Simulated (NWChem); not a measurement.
# MoH2O4; SMILES [O]=[Mo](=[O])([OH])[OH]

```xyz
7

Mo     0.0000     0.0000    -0.0825
O      0.0000     1.3334     0.9285
O      0.0000    -1.3334     0.9285
O      1.5087     0.0000    -1.1698
H      2.4483     0.0000    -0.9579
O     -1.5087     0.0000    -1.1698
H     -2.4483     0.0000    -0.9579
```
Atoms are numbered in this order, from 1.

This is a stationary point of PBE0/def2-SVP with def2 effective core potentials on Mo (NWChem), point group C2v. def2 effective core potentials on Mo; no spin-orbit coupling.

Is it a minimum? If not, what does it relax to?

No. It has an imaginary frequency of 169i cm⁻¹. Following that mode (on a finer grid) lowers the energy by 1.0 kcal/mol and ends, with real frequencies alone, at point group C2:
```xyz
7

Mo     0.0000     0.0000     0.1396
O     -0.1627     1.3520     1.1124
O      0.1627    -1.3520     1.1124
O      1.5155     0.2035    -0.9289
H      2.1991    -0.4626    -1.0681
O     -1.5155    -0.2035    -0.9289
H     -2.1991     0.4626    -1.0681
```
